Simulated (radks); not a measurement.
Trend from Mg+ to Ar+: ionisation energy by Delta-SCF between NIST ground configurations, and size. Calculated with a radial shooting solver on a logarithmic mesh with Libxc functionals: scalar-relativistic Kohn-Sham, PBE, spin-polarised, spherical densities, finite nucleus; open shells are filled with parallel spins first; Fermi nuclear charge, rms radius of each element as measured or else 0.836 A^(1/3) + 0.57 fm.

[
 {"species": "Mg+", "configuration": "[Ne] 3s1", "configuration of the ion": "[Ne]", "IE (eV)": "15.362", "NIST (eV)": "15.035", "kind": "exp.", "-e(HOMO) (eV)": "11.917 (3s)", "r at 0.001 e/bohr^3 (bohr)": "3.79"},
 {"species": "Al+", "configuration": "[Ne] 3s2", "configuration of the ion": "[Ne] 3s1", "IE (eV)": "18.793", "NIST (eV)": "18.829", "kind": "exp.", "-e(HOMO) (eV)": "14.811 (3s)", "r at 0.001 e/bohr^3 (bohr)": "3.89"},
 {"species": "Si+", "configuration": "[Ne] 3s2 3p1", "configuration of the ion": "[Ne] 3s2", "IE (eV)": "16.266", "NIST (eV)": "16.346", "kind": "exp.", "-e(HOMO) (eV)": "12.115 (3p)", "r at 0.001 e/bohr^3 (bohr)": "3.92"},
 {"species": "P+", "configuration": "[Ne] 3s2 3p2", "configuration of the ion": "[Ne] 3s2 3p1", "IE (eV)": "19.867", "NIST (eV)": "19.769", "kind": "semi-emp.", "-e(HOMO) (eV)": "15.018 (3p)", "r at 0.001 e/bohr^3 (bohr)": "3.81"},
 {"species": "S+", "configuration": "[Ne] 3s2 3p3", "configuration of the ion": "[Ne] 3s2 3p2", "IE (eV)": "23.369", "NIST (eV)": "23.338", "kind": "exp.", "-e(HOMO) (eV)": "17.909 (3p)", "r at 0.001 e/bohr^3 (bohr)": "3.67"},
 {"species": "Cl+", "configuration": "[Ne] 3s2 3p4", "configuration of the ion": "[Ne] 3s2 3p3", "IE (eV)": "23.628", "NIST (eV)": "23.814", "kind": "exp.", "-e(HOMO) (eV)": "18.185 (3p)", "r at 0.001 e/bohr^3 (bohr)": "3.56"},
 {"species": "Ar+", "configuration": "[Ne] 3s2 3p5", "configuration of the ion": "[Ne] 3s2 3p4", "IE (eV)": "27.689", "NIST (eV)": "27.630", "kind": "exp.", "-e(HOMO) (eV)": "21.554 (3p)", "r at 0.001 e/bohr^3 (bohr)": "3.44"}
]

Reference values: NIST Atomic Spectra Database (exp. = measured, semi-emp. = semi-empirical, theory = theoretical value adopted there). Open shells are spherical and high-spin; term and fine-structure splittings are not resolved.
